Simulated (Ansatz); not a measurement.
Program: Ansatz. Geometries: PBE0-D4/def2-TZVP. ΔE: electronic, gas phase. CCSD(T)/CBS adds triple-zeta CCSD(T) − MP2 to the extrapolated MP2 energy (def2 sets, frozen cores). This one scheme is used for every species, atoms too. Functionals use def2-TZVPP. No spin–orbit coupling; open shells (•) take unrestricted orbitals. Spin–orbit coupling would lower the free atoms: a little for C, S. Bonds to As are less sure, by a few kJ/mol each and by 10 to 20 or more in all where they break to atoms, as the def2 sets lack core-valence functions. Scalar relativity is left out up to krypton.

Reaction (atomization): `CS[AsH2]` → As• + C• + 5 H• + S•

`CS[AsH2]`:

Z-matrix (Å, degrees):
```
C
S 1 1.810
H 1 1.090 2 111.5
H 1 1.090 2 111.5 3 123.5
H 1 1.091 2 106.0 3 -118.3
As 2 2.233 1 99.1 3 -62.0
H 6 1.524 2 96.4 1 133.3
H 6 1.524 2 96.3 1 -134.1
```

```json
{"level": "BLYP-D4", "ΔE (eV)": "25.48"}
{"level": "ωB97M-V", "ΔE (eV)": "25.49"}
{"level": "BLYP", "ΔE (eV)": "25.11"}
{"level": "CCSD/CBS(def2)", "ΔE (eV)": "24.99"}
```

Q: What does CCSD(T)/CBS give? (Estimate.)

A: Computed: +25.38 eV. The listed levels differ from it by 0.10, 0.11, -0.27, -0.39 eV.

Largest T1 diagnostic among the species: 0.011.

From r2SCAN to r2SCAN0 (25 % exact exchange), in def2-TZVPP and without D4, ΔE moves by −0.37 eV: exact exchange takes away binding that semilocal exchange gives to molecules. At CCSD(T), def2-SVP lies −1.93 eV from the extrapolated value and def2-TZVPP −0.71 eV: correlation converges slowly with the basis, and small sets miss more of it in the bonded molecule than in its fragments.

For atomizations the MP2-based limit and the directly extrapolated one differ by several kJ/mol either way, and by 10 to 25 for some Ge, Se and Sn compounds, so smaller differences from it don't rank the levels.
